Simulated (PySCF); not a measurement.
Molecule: SMILES BC(C)(C)C, C$_{4}$H$_{11}$B.

Bonds (- single, = double, # triple, : aromatic): B1-C2, C2-C3, C2-C4, C2-C5. B1 carries H6, H7; C3 carries H8, H9, H10; C4 carries H11, H12, H13; C5 carries H14, H15, H16.

Geometry PBE0-D3(BJ)/def2-SVP throughout; GIAO in PySCF, gas phase, one conformer, non-relativistic; equivalent atoms averaged; basis pcSseg-1.

(1) How do the shifts δ (against BF3·OEt2, TMS at the same level) depend on the functional? (ppm; last column core-seconds on 1 thread of an Arm Neoverse V1, shared host; the GGAs took longer than the global hybrids here, which isn't the general rule, and the cause wasn't traced)

(2) Which nucleus moves most, in ppm?

## Answers

(1) 
| functional | kind | B1 | C3/C4/C5 | C2 | H6/H7 | H8/H9/H10/H11/H12/H13/H14/H15/H16 | core-s |
| --- | --- | --- | --- | --- | --- | --- | --- |
| HF | Hartree–Fock | 78.4 | 23.3 | 22.0 | 6.43 | 0.90 | 4.7 |
| LDA | LDA | 94.7 | 25.4 | 38.3 | 7.60 | 1.01 | 15 |
| PBE | GGA | 85.4 | 25.2 | 35.5 | 7.23 | 1.01 | 17 |
| BLYP | GGA | 85.2 | 25.7 | 36.2 | 7.00 | 1.02 | 18 |
| BP86 | GGA | 83.8 | 25.3 | 35.7 | 7.16 | 1.02 | 18 |
| OPBE | GGA | 77.5 | 23.8 | 31.5 | 7.09 | 1.00 | 18 |
| KT2 | GGA | 79.4 | 24.5 | 35.1 | 7.04 | 1.01 | 19 |
| KT3 | GGA | 75.6 | 24.1 | 32.7 | 6.75 | 1.00 | 18 |
| B97-D | GGA | 77.5 | 25.1 | 33.4 | 6.81 | 1.03 | 18 |
| B3LYP | global hybrid | 85.2 | 25.2 | 33.1 | 6.91 | 0.99 | 11 |
| PBE0 | global hybrid | 84.5 | 24.6 | 31.7 | 7.07 | 0.97 | 11 |
| mPW1PW91 | global hybrid | 83.7 | 24.5 | 31.4 | 7.00 | 0.97 | 11 |
| WP04 | global hybrid | 78.1 | 24.9 | 32.8 | 6.02 | 0.95 | 11 |
| B97-2 | global hybrid | 79.5 | 24.5 | 30.7 | 6.83 | 0.98 | 11 |
| BHandHLYP | global hybrid | 84.1 | 24.5 | 28.9 | 6.72 | 0.95 | 11 |
| CAM-B3LYP | range-separated hybrid | 88.8 | 24.7 | 31.4 | 7.02 | 0.97 | 15 |
| wB97X-D | range-separated hybrid | 80.2 | 24.8 | 29.6 | 6.84 | 0.96 | 14 |
| LC-wPBE | range-separated hybrid | 88.3 | 23.7 | 28.3 | 7.16 | 0.95 | 21 |

(2) B1 (boron bonded to C, 2 H): from 75.6 ppm with KT3 to 94.7 ppm with LDA. The smallest spread is 0.13 ppm, at H8/H9/H10/H11/H12/H13/H14/H15/H16. Proton shifts span only some 12 ppm, so a few tenths of a ppm matter as much there as several ppm in carbon.
